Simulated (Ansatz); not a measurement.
Geometry optimisation, RKS B3LYP/STO-3G in Ansatz 0.2.0.

Input file:

```yaml
crystal:
  periodic: [false, false, false]
  atoms:
    - { symbol: "N", position_ang: [-0.55317, 0.97513, 0.06796] }
    - { symbol: B, position_ang: [-0.03543, -0.37267, 0.00108] }
    - { symbol: O, position_ang: [1.35266, -0.43052, 0.28258] }
    - { symbol: S, position_ang: [-1.01926, -1.76894, -0.35509] }
    - { symbol: H, position_ang: [0.08014, 1.75763, 0.04527] }
    - { symbol: H, position_ang: [-1.45294, 1.1867, -0.32786] }
    - { symbol: H, position_ang: [-0.11017, -1.50032, -0.30176] }
total_charge: -1
basis:
  gaussian: { orbitals: STO-3G }
hamiltonian:
  xc: b3lyp
relax:
  f_tol: 0.02
  max_steps: 50
```

Launched with:

```bash
$ ansatz run input.yaml --threads 1 --pin off --max-ram 2048MiB --backend cpu --events-out ev --progress --plain --runs-dir out
```

Q: Where does it end, and by what steps?

A: The forces met the threshold. Limits of this set-up: minimal basis, an anion without diffuse functions, the dipole of an ion depends on the origin. After 13 steps the energy has fallen by 10.391 eV; H7 moved furthest, 1.04 Å. The start is strongly strained (largest force component 37 eV/Å), so its close contacts needn't be bonds. Parted: B2–H7.

| step | energy less start (eV) | largest force component (eV/Å) | accepted |
| --- | --- | --- | --- |
| 0 | 0.0000 | 37.111 | yes |
| 1 | -6.4344 | 9.853 | yes |
| 2 | -8.3874 | 3.578 | yes |
| 3 | -9.2128 | 2.412 | yes |
| 4 | -9.8114 | 1.430 | yes |
| 5 | -10.1847 | 0.920 | yes |
| 6 | -10.3527 | 0.713 | yes |
| 7 | -10.3681 | 0.520 | yes |
| 8 | -10.3876 | 0.165 | yes |
| 9 | -10.3891 | 0.072 | yes |
| 10 | -10.3884 | 0.266 | no |
| 11 | -10.3910 | 0.031 | yes |
| 12 | -10.3911 | 0.029 | yes |
| 13 | -10.3911 | 0.014 | yes |

```xyz
7
Properties=species:S:1:pos:R:3
N -0.685 1.147 0.301
B 0.179 -0.143 0.100
O 1.425 -0.266 0.271
S -1.057 -1.552 -0.392
H -0.069 1.983 0.077
H -1.416 1.207 -0.467
H -0.115 -2.529 -0.477
```

Whether the end is a true minimum wasn't checked by a vibrational analysis.

Time of the run: 23 s on 1 thread of Arm Neoverse V1, with other jobs on the host, peak memory 0.13 GiB.
